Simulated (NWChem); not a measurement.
Molecule: CHF2NOSi; SMILES [SiH](F)(F)OC#N

```xyz
7

N      0.1125    -2.9808    -0.0859
C     -0.1851    -1.8770     0.1108
O     -0.5426    -0.6680     0.3462
Si     0.0231     0.7549    -0.3463
F      1.4719     1.0535     0.2509
F     -0.9961     1.8623     0.1739
H      0.0583     0.6609    -1.8080
```
Atoms are numbered in this order, from 1.

Results from NWChem. Pople sets run with spherical d functions. The geometry was optimised at PBE0/def2-SVP.

Problem. Taking B3LYP/6-311++G** as the yardstick, which of these has the fewest basis functions while keeping “highest occupied level (eV)” within 0.05 eV of it: B3LYP/6-311G**; B3LYP/6-31+G*; B3LYP/STO-3G; B3LYP/3-21G; B3LYP/6-31G*?

Solution. none of them.
```csv
level,basis functions,highest occupied level (eV)
B3LYP/STO-3G,35,-5.37
B3LYP/3-21G,60,-8.62
B3LYP/6-31G*,90,-8.69
B3LYP/6-31+G*,114,-9.08
B3LYP/6-311G**,122,-8.95
B3LYP/6-311++G**,147,-9.14
```

The yardstick is one finite set, not the basis-set limit.
